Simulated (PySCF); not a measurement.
# `[BH3-][NH2+][C@@H]1C[C@@H]1CF`, C4H11BFN

Molfile (atoms numbered from 1):
```
C4H11BFN
     RDKit          3D

 18 18  0  0  0  0  0  0  0  0999 V2000
    2.1464    0.4558    0.6613 B   0  0  0  0  0  0  0  0  0  0  0  0
    1.0515    0.4321   -0.5815 N   0  0  0  0  0  0  0  0  0  0  0  0
    0.1855   -0.7229   -0.6008 C   0  0  2  0  0  0  0  0  0  0  0  0
   -1.1189   -0.6909   -1.3419 C   0  0  0  0  0  0  0  0  0  0  0  0
   -1.1044   -0.7293    0.1636 C   0  0  2  0  0  0  0  0  0  0  0  0
   -1.5509    0.4624    0.9712 C   0  0  0  0  0  0  0  0  0  0  0  0
   -2.8872    0.3380    1.2741 F   0  0  0  0  0  0  0  0  0  0  0  0
    2.8070   -0.5257    0.5351 H   0  0  0  0  0  0  0  0  0  0  0  0
    1.5080    0.4665    1.6658 H   0  0  0  0  0  0  0  0  0  0  0  0
    2.7671    1.4589    0.4932 H   0  0  0  0  0  0  0  0  0  0  0  0
    1.6043    0.4718   -1.4337 H   0  0  0  0  0  0  0  0  0  0  0  0
    0.5176    1.2914   -0.5039 H   0  0  0  0  0  0  0  0  0  0  0  0
    0.7628   -1.6387   -0.6038 H   0  0  0  0  0  0  0  0  0  0  0  0
   -1.4090    0.2372   -1.8134 H   0  0  0  0  0  0  0  0  0  0  0  0
   -1.4383   -1.5672   -1.8833 H   0  0  0  0  0  0  0  0  0  0  0  0
   -1.3833   -1.6626    0.6370 H   0  0  0  0  0  0  0  0  0  0  0  0
   -1.4541    1.4081    0.4261 H   0  0  0  0  0  0  0  0  0  0  0  0
   -1.0130    0.5212    1.9233 H   0  0  0  0  0  0  0  0  0  0  0  0
  1  2  1  0
  2  3  1  0
  3  4  1  0
  4  5  1  0
  5  6  1  0
  6  7  1  0
  5  3  1  0
  1  8  1  0
  1  9  1  0
  1 10  1  0
  2 11  1  0
  2 12  1  0
  3 13  1  6
  4 14  1  0
  4 15  1  0
  5 16  1  1
  6 17  1  0
  6 18  1  0
M  CHG  2   1  -1   2   1
M  END
```

Method used: PySCF 2.14.0, TDDFT CAM-B3LYP/def2-SVPD circular dichroism and optical rotation, one conformer, gas phase. Geometry: GFN2-xTB.

The molecule is flexible and this is one conformer; a measurement averages over conformers.

Stereocentres: C3 R, C5 S.

(1) Give the optical rotatory dispersion at 633, 589.3, 546, 436, 405, 365, 355 nm.

(2) And for the mirror image at 589.3 nm?

(3) What is the molar rotation [Φ] = [α]·M/100 of the geometry above at 589.3 nm?

## Answers

(1) [α] in deg dm⁻¹ (g/mL)⁻¹:
```tsv
λ (nm)	origin-invariant length gauge	modified velocity gauge	length gauge (centre of mass)	isotropic polarisability (au)
633	+85.4	+84.8	+86.0	74.5
589.3	+99.2	+98.5	+100.0	74.7
546	+116.6	+115.8	+117.4	75.0
436	+189.2	+188.1	+190.6	76.2
405	+222.7	+221.5	+224.3	76.7
365	+281.3	+280.1	+283.4	77.6
355	+299.7	+298.5	+302.0	77.9
```

(2) -99.2 deg dm⁻¹ (g/mL)⁻¹ (origin-invariant length gauge): the same size and the opposite sign.

(3) With M = 102.95 g/mol, +102.2 deg cm² dmol⁻¹ (origin-invariant length gauge).

The first excitation lies at 7.16 eV (173 nm) with R = +13.6 × 10⁻⁴⁰ esu² cm² (velocity form).
